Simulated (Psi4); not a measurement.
C4H8O2, singlet, at a GFN2-xTB geometry; CISD/3-21G (Psi4).

Here is a job for Psi4.
```
memory 2 GB

molecule {
0 1
  C     1.24760208    0.54566382   -0.00331419
  C     0.93082228   -0.85695853    0.50345098
  O    -0.15991025   -1.43150908   -0.19448444
  C    -1.07917808   -0.47111564   -0.68388278
  C    -1.09924628    0.78241036    0.18374599
  O     0.15991025    1.43150908    0.19448444
  H     2.09693148    0.96680557    0.53998539
  H     1.50161800    0.49859197   -1.07264938
  H     1.78470278   -1.52148733    0.35118538
  H     0.70520466   -0.81394478    1.57930603
  H    -0.81802512   -0.19601868   -1.71651940
  H    -2.06088120   -0.95084892   -0.68707632
  H    -1.82075306    1.50553068   -0.20409445
  H    -1.38879754    0.51137149    1.20986274
}

set basis 3-21g

energy('cisd')
print_variables()
```

**Question.** Write the output that Psi4 gives for this input, abridged.

**Answer.** 
```
   => Loading Basis Set <=

    Name: 3-21G
    Role: ORBITAL
    Keyword: BASIS

         ---------------------------------------------------------
                                   SCF
               by Justin Turney, Rob Parrish, Andy Simmonett
                          and Daniel G. A. Smith
                              RHF Reference
         ---------------------------------------------------------

  ==> Geometry <==

    Molecular point group: c1
    Full point group: C1

    Geometry (in Angstrom), charge = 0, multiplicity = 1:

       Center              X                  Y                   Z               Mass
    ------------   -----------------  -----------------  -----------------  -----------------
         C            1.247602080000     0.545663818637    -0.003314189886    12.000000000000
         C            0.930822280000    -0.856958531363     0.503450980114    12.000000000000
         O           -0.159910250000    -1.431509081363    -0.194484439886    15.994914619570
         C           -1.079178080000    -0.471115641363    -0.683882779886    12.000000000000
         C           -1.099246280000     0.782410358637     0.183745990114    12.000000000000
         O            0.159910250000     1.431509078637     0.194484440114    15.994914619570
         H            2.096931480000     0.966805568637     0.539985390114     1.007825032230
         H            1.501618000000     0.498591968637    -1.072649379886     1.007825032230
         H            1.784702780000    -1.521487331363     0.351185380114     1.007825032230
         H            0.705204660000    -0.813944781363     1.579306030114     1.007825032230
         H           -0.818025120000    -0.196018681363    -1.716519399886     1.007825032230
         H           -2.060881200000    -0.950848921363    -0.687076319886     1.007825032230
         H           -1.820753060000     1.505530678637    -0.204094449886     1.007825032230
         H           -1.388797540000     0.511371488637     1.209862740114     1.007825032230

  Running in c1 symmetry.

  Rotational constants: A =      0.17348  B =      0.15144  C =      0.09392 [cm^-1]
  Rotational constants: A =   5200.74455  B =   4540.12627  C =   2815.69479 [MHz]
  Nuclear repulsion =  264.941767414125252

  Charge       = 0
  Multiplicity = 1
  Electrons    = 48
  Nalpha       = 24
  Nbeta        = 24

  ==> Algorithm <==

  SCF Algorithm Type is PK.
  DIIS enabled.
  MOM disabled.
  Fractional occupation disabled.
  Guess Type is SAD.
  Energy threshold   = 1.00e-08
  Density threshold  = 1.00e-08
  Integral threshold = 1.00e-12

  ==> Primary Basis <==

  Basis Set: 3-21G
    Blend: 3-21G
    Number of shells: 46
    Number of basis functions: 70
    Number of Cartesian functions: 70
    Spherical Harmonics?: false
    Max angular momentum: 1

  ==> Integral Setup <==

  Using in-core PK algorithm.
   Calculation information:
      Number of atoms:                  14
      Number of AO shells:              46
      Number of primitives:             78
      Number of atomic orbitals:        70
      Number of basis functions:        70

      Integral cutoff                 1.00e-12
      Number of threads:                 1

  Performing in-core PK
  Using 6177710 doubles for integral storage.
  We computed 526805 shell quartets total.
  Whereas there are 584821 unique shell quartets.

  ==> DiskJK: Disk-Based J/K Matrices <==

    J tasked:                  Yes
    K tasked:                  Yes
    wK tasked:                  No
    Schwarz Cutoff:          1E-12

  Minimum eigenvalue in the overlap matrix is 1.1317544727E-02.
  Reciprocal condition number of the overlap matrix is 2.4241040467E-03.
    Using symmetric orthogonalization.

  ==> Pre-Iterations <==

  SCF Guess: Superposition of Atomic Densities via on-the-fly atomic UHF (no occupation information).

   -------------------------
    Irrep   Nso     Nmo
   -------------------------
     A         70      70
[...]
  @RHF Final Energy:  -304.11690594915103
    Total Energy =                       -304.1169059491510325
[...]
        Starting temporary file number:                 270

        *******************************************************
        *                                                     *
        *                        CISD                         *
        *      Singles Doubles Configuration Interaction      *
        *                                                     *
        *                   Eugene DePrince                   *
        *                                                     *
        *******************************************************

  ==> Input parameters <==

        Freeze core orbitals?                  no
        Use frozen natural orbitals?           no
        r_convergence:                  1.000e-07
        e_convergence:                  1.000e-06
        Number of DIIS vectors:                 8
        Number of frozen core orbitals:         0
        Number of active occupied orbitals:    24
        Number of active virtual orbitals:     46
        Number of frozen virtual orbitals:      0

  ==> Memory <==

        minimum memory requirements for QCISD =        27.96 mb
        (T) algorithm:                                 23.98 mb (low-memory)
        memory requirements for QCISD(T) =             23.98 mb

  ==> Define tiling <==

        v(ab,cd) diagrams will be evaluated in   1 blocks.
        v(ab,ci) diagrams will be evaluated in   1 blocks over ov2.
        v(ab,ci) diagrams will be evaluated in   1 blocks over ov.

  Allocate cpu memory (    45.79 mb).....done.
  Initialize cpu memory..................done.

  Begin CISD iterations

   Iter  DIIS          Energy       d(Energy)          |d(T)|     time
      0   0 1   -0.5950890309   -0.5950890309    0.3827405688        0
      1   1 1   -0.5229039935    0.0721850374    0.0639227050        0
      2   2 1   -0.5428367554   -0.0199327619    0.0134652953        1
      3   3 1   -0.5434762202   -0.0006394648    0.0038012262        1
      4   4 1   -0.5435549167   -0.0000786965    0.0010259689        1
      5   5 1   -0.5435600845   -0.0000051678    0.0001789150        1
      6   6 1   -0.5435602165   -0.0000001319    0.0000436128        0
      7   7 1   -0.5435602245   -0.0000000081    0.0000095861        1
      8   8 1   -0.5435602249   -0.0000000003    0.0000022221        1
      9   8 2   -0.5435602249   -0.0000000000    0.0000005499        1
     10   8 3   -0.5435602249   -0.0000000000    0.0000001314        1
     11   8 4   -0.5435602249   -0.0000000000    0.0000000301        1

  CISD iterations converged!

  CISD variational energy:      -0.543560224875
  CISD transition energy:       -0.543560226450

        OS SCS-MP2 correlation energy:          -0.547539140122
        SS SCS-MP2 correlation energy:          -0.046268804702
        SCS-MP2 correlation energy:             -0.593807944824
      * SCS-MP2 total energy:                 -304.710713893975

        OS MP2 correlation energy:              -0.456282616768
        SS MP2 correlation energy:              -0.138806414106
        MP2 correlation energy:                 -0.595089030874
      * MP2 total energy:                     -304.711994980025

        OS CISD correlation energy:             -0.436993091652
        SS CISD correlation energy:             -0.106567134798
        CISD correlation energy:                -0.543560224875
      * CISD total energy:                    -304.660466174026

  Total time for CISD iterations:       7.03 s (user)
                                        1.85 s (system)
                                          10 s (total)

  Time per iteration:                   0.64 s (user)
                                        0.17 s (system)
                                        0.91 s (total)

  Variable Map:
  ----------------------------------------------------------------------------
[...]
  Array Variable Map:
  ----------------------------------------------------------------------------
[...]
[...]
```
